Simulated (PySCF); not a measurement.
**Radial density of Er⁴⁴⁺ (erbium, charge +44)**

revPBE, [Ar] 3d6, high-spin 5D determinant. Calculation: PySCF 2.14, in an uncontracted even-tempered set (16 s from 9.2 bohr⁻², ratio 2.5; 11 p from 12 bohr⁻², ratio 2.5; 7 d from 12 bohr⁻², ratio 2.5; 4 f from 47 bohr⁻², ratio 2.7; 3 g from 70 bohr⁻², ratio 2.7); the non-relativistic Hamiltonian (point nucleus).

| r (bohr) | 4πr²ρ (e/bohr) | 4πr²(ρα − ρβ) |
| --- | --- | --- |
| 0.000438 | 0.5081 | 0.0000 |
| 0.000736 | 1.380 | -0.0001 |
| 0.00124 | 3.647 | -0.0002 |
| 0.00208 | 9.199 | -0.0004 |
| 0.00350 | 21.46 | -0.0010 |
| 0.00589 | 43.93 | -0.0020 |
| 0.00991 | 72.59 | -0.0028 |
| 0.0167 | 86.67 | 0.0043 |
| 0.0280 | 78.14 | 0.1140 |
| 0.0472 | 97.09 | 1.2130 |
| 0.0794 | 106.7 | 7.5375 |
| 0.133 | 71.04 | 20.8476 |
| 0.225 | 69.31 | 16.1064 |
| 0.378 | 8.561 | 1.5847 |
| 0.635 | 0.05191 | 0.0091 |

A non-relativistic calculation at this Z misses sizeable relativistic shifts. Spin-orbit coupling is strong in this species (close to jj coupling), so the high-spin LS determinant is a model state, not a physical level.

**Question.** Where is the radial spin density 4πr²(ρα − ρβ) most negative, and why is it negative at all?

**Answer.** Around r = 0.00991 bohr, down to -0.0028 e/bohr: exchange with the open shell polarises the paired shells in an unrestricted calculation.
